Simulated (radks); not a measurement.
The xenon ion Xe11+ is in [Kr] 4d(3/2: 4, 5/2: 3). Method: Dirac Kohn-Sham, BLYP, spin-unpolarised, spherical densities, finite nucleus; Fermi nuclear charge, rms radius of each element as measured or else 0.836 A^(1/3) + 0.57 fm; computed with a radial shooting solver on a logarithmic mesh with Libxc functionals. Sub-shells are occupied by j as written (lower j first in brackets). One electron is removed from 4p3/2, 4d3/2, 4d5/2, 4p1/2 in turn, with full relaxation. Which removal costs least, and what does each cost?

Answer. 4d5/2 256.72 eV; 4d3/2 259.20 eV; 4p3/2 340.07 eV; 4p1/2 353.81 eV. The 4d5/2 electron leaves first.
